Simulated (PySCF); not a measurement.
Correlation energy of Kr⁺ (krypton, charge +1)

[Ar] 3d10 4s2 4p5, 2P determinant. All numbers are calculated (PySCF 2.14, a scalar-relativistic core potential, in cc-pVTZ-PP with ECP10MDF (5s4p3d1f, 39 functions)). Frozen: 3s2 3p6 3d10; 7 electrons correlated.

MP2 pair energies summed by pair of shells (mhartree):

```
 pair  energy  share (%)
4p-4p  -86.08       61.9
4s-4p  -45.10       32.4
4s-4s   -7.92        5.7
```

Total MP2 correlation energy: -139.11 mhartree.

Same-spin part -31.62 and opposite-spin part -107.49 mhartree; SCS-MP2 scales them by 1/3 and 6/5 to -139.52 mhartree.

```json
{"level": "CCSD", "correlation energy (mhartree)": "-158.92"}
{"level": "(T)", "correlation energy (mhartree)": "-4.01"}
{"level": "CCSD(T)", "correlation energy (mhartree)": "-162.93"}
```

Diagnostics: T1 = 0.0055, D1 = 0.0186, largest double amplitude 0.047.

Cost of the coupled-cluster step: 0.2 s of wall time on 1 thread of AMD EPYC 9R45 96-Core Processor (shared host), for 7 correlated electrons.
